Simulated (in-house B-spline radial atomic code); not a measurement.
Ionising Tc⁷⁺ with different functionals

Computed with a radial B-spline atomic code at the basis-set limit: four-component Dirac-Coulomb Hamiltonian, Fermi nucleus of rms radius 4.41117 fm, spin-restricted, spherical fractional occupations for the functionals, and exact exchange of hybrids averaged over the configuration. The ionisation energy is the difference of two self-consistent energies, [Ar] 3d10 4s2 4p6 → [Ar] 3d10 4s2 4p5, without Breit or QED terms; ε is the level of the shell that loses the electron (mean over j). The electron is taken from both j subshells in proportion to 2j + 1, so the result is a j average, not the step between ground levels.

```
   method                    rung  ΔSCF (eV)  -ε(4p) (eV)
BHandHLYP           global hybrid          ?            ?
    B97-1           global hybrid     152.39       144.59
    HSE06  range-separated hybrid          ?            ?
CAM-B3LYP  range-separated hybrid     152.33       146.43
```

Q: What does BHandHLYP give?

A: ΔSCF 152.24 eV, and -ε(4p) = 147.56 eV.

Q: What does HSE06 give?

A: ΔSCF 152.35 eV, and -ε(4p) = 144.57 eV.

Q: Among the functionals, which spreads more, the ΔSCF values or the orbital energies?

A: The orbital energies: ΔSCF values span about 0.15 eV and the orbital energies 2.99 eV; here energy differences depend much less on the functional than eigenvalues do.

Q: How do they compare with the NIST value?

A: NIST lists 150 eV ± 2.1 (tabulated theory, ground level to ground level). Errors run from +2.24 to +2.39 eV; all lie within about twice that uncertainty, so the table can't rank the methods.
